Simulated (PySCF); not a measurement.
Mo(O)2(Cl)(OMe) (CH3ClMoO3), SMILES C[O][Mo](=[O])(=[O])[Cl], multiplicity 1. Atoms are numbered in the order given.

```xyz
9

Mo     0.1903    -0.1271     0.2131
O      1.8259    -0.3155     0.5642
O     -0.6661    -1.2603     1.1153
Cl    -0.4996     1.9841     0.7703
O     -0.1040    -0.4450    -1.5800
C     -0.8207    -1.2868    -2.4582
H     -1.3690    -0.6601    -3.1793
H     -0.1133    -1.9290    -3.0063
H     -1.5372    -1.9159    -1.9043
```

Geometry optimised at B3LYP-D3(BJ)/def2-SVP. The multiplicity is an assumed one; other spin states were not compared. The def2 effective core potentials stand for the cores of Mo; spin–orbit coupling is left out. The values are those of a single conformer.

Vertical ionisation energy (IE) and electron affinity (EA) in eV. Rows of orbital energies are one-electron estimates. Where ΔSCF, EOM or ADC give a negative EA the extra electron is unbound and the value depends on the basis.

```
level                                                    IE          EA
-----------------------------------------------  ----------  ----------
−ε(HOMO), −ε(LUMO), CAM-B3LYP/def2-TZVP (PySCF)       10.72        1.86
−ε(HOMO), −ε(LUMO), PBE/def2-TZVP (PySCF)        (withheld)  (withheld)
```

Task: What belongs in the gaps? (The exact figures need the calculation; the answer reports its results.)

Result: 
- −ε(HOMO), −ε(LUMO), PBE/def2-TZVP (PySCF), IE: 7.71
- −ε(HOMO), −ε(LUMO), PBE/def2-TZVP (PySCF), EA: 3.52
